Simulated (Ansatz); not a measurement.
The cluster Na₆Cu⁻, relaxed as a singlet with RKS B3LYP-D4/def2-SVPD in Ansatz, starting from the GFN1-xTB geometry. Force threshold 0.02 eV/Å.

The restricted singlet is unstable towards broken spin symmetry in Hartree–Fock (as tested in another run); at B3LYP-D4/def2-SVPD this wasn't settled. The relaxation made no stability test and no search for a lower SCF solution. No other spin state of charge -1 was run. Another isomer (singlet) lies 0.11 eV lower at PBE0-D4/def2-TZVPD; other spin states weren't run for this one.

Start:

```tsv
atom	x (Å)	y (Å)	z (Å)
Cu1	-0.770	-1.912	0.665
Na2	-0.625	-1.360	-2.047
Na3	1.948	0.515	-1.515
Na4	1.859	-1.184	1.203
Na5	0.859	1.852	1.392
Na6	-1.985	0.422	1.590
Na7	-1.286	1.666	-1.287
```

Question: Estimate the energy that the relaxation releases and the steps that it takes.

Answer: 5.4 kcal/mol, in 8 steps; 23 s on 4 threads of AMD EPYC 7B13 on a shared host. The force fell under the threshold at step 7, but the optimiser went on. No frequencies were taken in this run, so the end may be a saddle point.

Question: Does the start keep its bonding?

Answer: By distances, no bond broke or formed. The bond that changes most is Na3–Na5, from 3.38 to 3.70 Å (atoms count from 1).

Question: Predict the relaxed structure.

Answer: 
```xyz
7

Cu   -0.7849   -2.1467    0.7434
Na   -0.7062   -1.3751   -1.9311
Na    2.0658    0.5159   -1.6575
Na    1.7901   -1.1972    1.2336
Na    0.9168    2.0448    1.5125
Na   -1.9517    0.2691    1.4898
Na   -1.3298    1.8893   -1.3908
```
Bond lengths (bridged metal pairs left out): 9 × Na–Na 3.36 to 3.70 Å; 3 × Cu–Na 2.78 to 2.79 Å.
